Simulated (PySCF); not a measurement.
C2H7Ga, SMILES `[GaH]([CH3])[CH3]`, neutral singlet in the gas phase. 

Z-matrix (Å, degrees):
```
Ga
H 1 1.5816
C 1 1.9836 2 118.83
H 3 1.0899 1 112.47 2 -174.57
H 3 1.0923 4 108.88 1 -122.72
H 3 1.0934 4 108.44 5 -115.86
C 1 1.9837 2 118.80 3 179.87
H 7 1.0898 1 112.49 2 -176.57
H 7 1.0926 8 108.81 1 -122.49
H 7 1.0932 8 108.52 9 -115.85
```
Charge 0, spin multiplicity 1.

All levels are single points at this geometry (B3LYP-D3(BJ)/def2-TZVP); Pople sets use spherical d functions. Orbital energies aren't observables, and empty levels follow the basis.

B3LYP/LANL2DZ in PySCF gives HOMO (eV) = -7.32.

Estimate the HOMO (eV) from each of these levels: B3LYP-D3(BJ)/def2-TZVP in PySCF; PBE-D3(BJ)/def2-TZVP in PySCF; B3LYP/3-21G in PySCF; B3LYP/6-31G* in PySCF; HF/STO-3G in PySCF.


```
level                            HOMO (eV)
-------------------------------  ---------
B3LYP-D3(BJ)/def2-TZVP in PySCF      -7.41
PBE-D3(BJ)/def2-TZVP in PySCF        -6.43
B3LYP/3-21G in PySCF                 -7.11
B3LYP/6-31G* in PySCF                -7.21
HF/STO-3G in PySCF                   -6.66
```
